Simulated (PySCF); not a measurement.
Compound: C3H10B2O2.
Geometry (PBE0-D3(BJ)/def2-SVP, Å), atoms numbered from 1 in this order:
```
atom  x, y, z in Å
B1     2.2762   -2.2193   -0.4659
O2     1.6072   -1.0829   -0.2682
B3     1.0346   -0.0119    0.3381
O4    -0.2971    0.0704    0.5173
C5    -1.2087   -0.9598    0.1444
C6    -2.5248   -0.2984   -0.2089
C7    -1.3365   -1.9593    1.2796
H8     2.5495   -2.5399   -1.6016
H9     2.5791   -2.9074    0.4867
H10    1.7223    0.9118    0.6959
H11   -0.8131   -1.4765   -0.7485
H12   -3.2558   -1.0464   -0.5496
H13   -2.3828    0.4404   -1.0106
H14   -2.9395    0.2219    0.6680
H15   -0.3704   -2.4386    1.4976
H16   -2.0590   -2.7485    1.0230
H17   -1.6842   -1.4530    2.1931
```

Computed with PySCF at wB97X-D/def2-SVPD, non-relativistic, on one gas-phase PBE0-D3(BJ)/def2-SVP geometry that isn't relaxed in the solvent. The solvent is an IEF-PCM continuum (Bondi radii, 1.10 Å for H, scaled by 1.2), and excitations are vertical TDDFT with non-equilibrium linear response and a frozen core. The model holds no explicit solvent molecules, cavitation or dispersion.

Gas-phase singlets (H = HOMO, L = LUMO):

| state | E (eV) | λ (nm) | f | leading configurations |
| --- | --- | --- | --- | --- |
| S1 | 5.946 | 209 | 0.000 | H→L 83%, H-2→L 9% |
| S2 | 8.091 | 153 | 0.195 | H→L+2 54%, H-1→L 18%, H→L+1 8% |
| S3 | 8.183 | 152 | 0.034 | H→L+1 60%, H-1→L 19% |
| S4 | 8.306 | 149 | 0.022 | H-1→L 27%, H→L+2 23%, H→L+1 13% |
| S5 | 8.429 | 147 | 0.059 | H-2→L 39%, H-3→L 27%, H→L 9% |

Task: How does the list change in acetone (ε = 20.49)?

Result: 
```tsv
state	E (eV)	λ (nm)	f	leading configurations	change by rank (eV)
S1	5.987	207	0.000	H→L 80%, H-2→L 11%	+0.041
S2	8.052	154	0.266	H→L+2 64%, H-1→L 12%	-0.039
S3	8.233	151	0.038	H→L+1 43%, H-1→L 28%	+0.050
S4	8.301	149	0.032	H→L+1 34%, H-1→L 20%, H→L+2 10%	-0.005
S5	8.433	147	0.050	H-2→L 29%, H-3→L 22%, H-1→L+2 12%	+0.004
```

Task: The ground-state energy changes by -0.093 eV from gas to acetone. By how much does the total energy of gas-phase S1 change?

Result: E(S1) = E(S0) + excitation energy, so it changes by -0.093 + 0.041 = -0.052 eV: it is lowered less than the ground state, which is what a blue shift means. This is the vertical state, with the slow part of the continuum still set for S0.

Task: How do the frontier levels move from gas to acetone?

Result: 
```json
{"orbital": "LUMO+2", "gas (eV)": "2.32", "solvent (eV)": "2.31", "change (eV)": "-0.01"}
{"orbital": "LUMO+1", "gas (eV)": "1.91", "solvent (eV)": "1.99", "change (eV)": "+0.08"}
{"orbital": "LUMO", "gas (eV)": "1.14", "solvent (eV)": "1.21", "change (eV)": "+0.07"}
{"orbital": "HOMO", "gas (eV)": "-10.22", "solvent (eV)": "-10.20", "change (eV)": "+0.02"}
{"orbital": "HOMO-1", "gas (eV)": "-10.97", "solvent (eV)": "-10.86", "change (eV)": "+0.11"}
{"orbital": "HOMO-2", "gas (eV)": "-11.23", "solvent (eV)": "-11.14", "change (eV)": "+0.09"}
{"orbital": "HOMO-3", "gas (eV)": "-11.59", "solvent (eV)": "-11.58", "change (eV)": "+0.01"}
```

The HOMO–LUMO gap goes from 11.36 to 11.41 eV.

wB97X-D is run here without its empirical dispersion term; that term would change no orbital, density or response property at a fixed geometry.
